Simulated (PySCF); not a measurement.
A PySCF script (with the pyscf-properties extension) for the NMR shieldings of SMILES C/C(=C/OB(N)N)C(=O)O, C4H9BN2O3, on a GFN2-xTB geometry:

```python
import basis_set_exchange as bse
import numpy as np
from pyscf import gto, dft
from pyscf.prop import nmr

atoms = """
C    -2.278887    1.535296    0.247054
C    -1.374297    0.347793    0.101348
C    -0.038487    0.465589    0.247785
O     0.811790   -0.538571    0.158857
B     2.199562   -0.449052    0.127760
N     2.895527    0.767069   -0.039190
N     2.867972   -1.673373    0.275364
C    -1.993791   -0.941540   -0.207725
O    -1.433103   -1.996890   -0.384219
O    -3.344533   -0.853212   -0.288752
H    -2.810802    1.721729   -0.684561
H    -1.706904    2.420199    0.513222
H    -3.024965    1.348671    1.016873
H     0.369577    1.450770    0.479677
H     2.452189    1.646692   -0.227143
H     3.894870    0.808461   -0.097929
H     3.860678   -1.796477    0.220776
H     2.347520   -2.525282    0.369462
H    -3.703719   -1.728622   -0.496234
"""
names = dict.fromkeys(["C", "O", "B", "N", "H"], "pcSseg-1")
basis = {el: gto.basis.parse(bse.get_basis(n, elements=[el], fmt="nwchem")) for el, n in names.items()}
mol = gto.M(atom=atoms, basis=basis, charge=0, verbose=0)
mf = dft.RKS(mol, xc="PBE0")
mf.grids.level = 2
mf.grids.alignment = dft.numint.BLKSIZE   # the property module wants whole blocks of grid points
mf.conv_tol = 1e-9
mf.kernel()

calc = nmr.RKS(mf)   # GIAO
C = mf.mo_coeff
Co = C[:, mf.mo_occ > 0]
resp = mf.gen_response(singlet=True, hermi=2)
def vind(x):   # induced exchange potential for any number of trial vectors
    d = np.einsum("pi,xij,qj->xpq", C, 2 * x.reshape(-1, C.shape[1], Co.shape[1]), Co, optimize=True)
    return np.einsum("xpq,pi,qj->xij", resp(d - d.transpose(0, 2, 1)), C, Co, optimize=True).ravel()
mo1, _ = nmr.rhf.solve_mo1(calc, with_cphf=vind)
sigma = calc.kernel(mo1)
for i, s in enumerate(sigma):   # ppm
    w = np.linalg.eigvalsh((s + s.T) / 2)
    print("%2d %-2s iso %8.1f  s11 %8.1f  s22 %8.1f  s33 %8.1f" % (i, mol.atom_pure_symbol(i), w.mean(), *w))
```

Task: Give the expected output.

Result: 
```
 0 C  iso    168.9  s11    158.2  s22    163.2  s33    185.4
 1 C  iso     77.6  s11     -9.6  s22     95.9  s33    146.6
 2 C  iso     29.2  s11    -66.8  s22     54.8  s33     99.5
 3 O  iso    154.1  s11     49.8  s22     83.0  s33    329.4
 4 B  iso     80.2  s11     53.1  s22     90.4  s33     97.1
 5 N  iso    226.8  s11    197.1  s22    225.5  s33    257.9
 6 N  iso    216.2  s11    183.3  s22    206.3  s33    258.9
 7 C  iso     17.5  s11    -83.5  s22     60.3  s33     75.8
 8 O  iso    -90.2  s11   -299.9  s22   -243.0  s33    272.3
 9 O  iso    121.0  s11    -10.5  s22    127.3  s33    246.2
10 H  iso     29.6  s11     25.8  s22     27.4  s33     35.6
11 H  iso     30.4  s11     26.2  s22     29.7  s33     35.4
12 H  iso     29.5  s11     25.4  s22     27.7  s33     35.4
13 H  iso     24.7  s11     20.2  s22     23.0  s33     30.8
14 H  iso     29.9  s11     22.5  s22     28.2  s33     38.9
15 H  iso     30.0  s11     23.4  s22     27.3  s33     39.4
16 H  iso     30.0  s11     23.4  s22     27.3  s33     39.2
17 H  iso     29.4  s11     22.5  s22     27.3  s33     38.4
18 H  iso     26.1  s11     21.2  s22     23.3  s33     33.8
```

These numbers come from an equivalent density-fitted implementation of the same equations, which agrees with the script to about 0.01 ppm for H and up to a few tenths of a ppm for heavy atoms, so last digits may differ.

Size and cost of the density-fitted run: 215 basis functions, 36 s wall time on 1 thread of an Arm Neoverse V2, shared host; peak memory 0.94 GiB.
